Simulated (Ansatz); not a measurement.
Two structures of TiH2SeF4, closed shell, reached by relaxing down either side of one saddle point (PBE0-D4/def2-TZVP). Energies are electronic, without zero-point energy. Program: Ansatz 0.2.0. Basis: def2-TZVPP and def2-QZVPP. Cores are frozen in the correlated methods. Filled d shells of the heavier atoms are correlated. The def2 sets are not built for correlating such inner shells, so the correlated values are less sure here. Extrapolation: Hartree–Fock as exp(−7.88 √X), correlation as X^−2.97. First:

```
atom    x (Å)    y (Å)    z (Å)
 Ti1  -0.9338  -0.0927  -0.6391
  F2  -0.6520  -1.4783   0.3977
  F3   0.1943   0.0915  -1.9691
  F4  -1.4169   1.3768   0.1869
  F5  -2.4013  -0.5457  -1.4658
  H6   1.2082   0.3822   2.1186
 Se7   1.6623   0.7775   0.7799
  H8   2.3393  -0.5111   0.5911
```

Second:

```xyz
8
angstrom
Ti -0.4298 0.3242 -0.6372
F -0.9283 -0.6505 1.5994
F -0.0028 0.9851 -2.1864
F -1.6284 1.4280 -0.0350
F -0.8876 -1.3045 -1.0460
H -0.0186 -0.5681 1.8304
Se 1.7139 0.4891 0.6009
H 2.1815 -0.7033 -0.1262
```

Which bonds change from the first to the second?

TiF₄ ([F][Ti]([F])([F])[F]) + H₂Se → TiHSeF₃ ([F][Ti]([F])([F])[SeH]) + HF (still joined by a long Ti–F bond); bonds formed: F2–H6; dative contacts that become bonds: Ti1–Se7; bonds broken: H6–Se7; bonds weakened to dative contacts: Ti1–F2.

Give the saddle point's structure and its height above each. (Judge from chemistry; the value comes from the calculation.)

Computed: 25.16 kcal/mol above the first and 7.66 kcal/mol above the second (CCSD(T) at an estimated basis limit (MP2 extrapolated from triple and quadruple zeta, plus CCSD(T) − MP2 in triple zeta)).
Ti1  (-0.650, 0.196, -0.485)
F2  (-0.725, -0.700, 1.303)
F3  (0.174, 0.776, -1.914)
F4  (-1.768, 1.465, -0.115)
F5  (-1.390, -1.221, -1.172)
H6  (0.416, -0.374, 1.486)
Se7  (1.699, 0.511, 0.806)
H8  (2.243, -0.653, 0.091)
(Å)

The T1 diagnostic stays at or below 0.022.

Exchanges of this kind with a chalcogen hydride build sulfide and selenide films.

Labels in which every atom is bracketed show which atoms are joined, not bond orders.

For scale, one of the runs: CCSD(T)/def2-TZVPP, 264 basis functions, launched by `ansatz run in.yaml --threads 4 --pin off --events-out ev --progress --plain --max-ram 66560MiB --backend cuda --devices 0, --max-vram 37GiB`. Time: 8 s of wall clock on 4 CPU threads of an AMD EPYC 7R13 and a share of one NVIDIA H100; the host was shared. Peak host memory: 0.85 GiB.
